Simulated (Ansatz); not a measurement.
The cluster Li5H6. The state is a doublet with charge 0. Geometry r2SCAN-D4/def2-TZVP; atoms count from 1.

```xyz
11

Li    2.4899   -0.7355    1.4194
Li    1.2315   -0.6660   -1.3996
Li    0.4353    0.8839    0.9423
Li   -0.1882   -1.9221    0.4422
Li   -1.2526    0.1288   -0.8764
H    -0.9812   -0.3651    0.8457
H     1.6153   -1.5947    0.1590
H    -2.9339    1.0975   -1.5215
H     0.4040    0.8595   -0.9484
H     1.8728    0.7257    1.9439
H    -2.6929    1.5881   -1.0066
```

In the doublet, H8 and H11 lie 0.75 Å apart (atoms count from 1), so H2 has formed as a molecule. Another isomer (doublet) lies 0.23 eV lower at PBE0-D4/def2-TZVP; other spin states weren't run for this one.

Estimate the Mulliken populations from the PBE0/def2-TZVP orbitals of Ansatz.


```csv
atom,charge (e),spin (α − β)
Li1,0.59,0.01
Li2,0.40,0.32
Li3,0.48,0.00
Li4,0.40,0.32
Li5,0.02,0.40
H6,-0.42,-0.02
H7,-0.62,-0.03
H8,0.00,0.00
H9,-0.42,-0.02
H10,-0.48,0.00
H11,0.04,0.01
```
Mulliken values depend strongly on the basis.

Where does the spin sit?

Summed by element: Li 1.05, H -0.05, of 1 unpaired in all. Largest on single atoms: Li5 0.40, Li2 0.32, Li4 0.32.
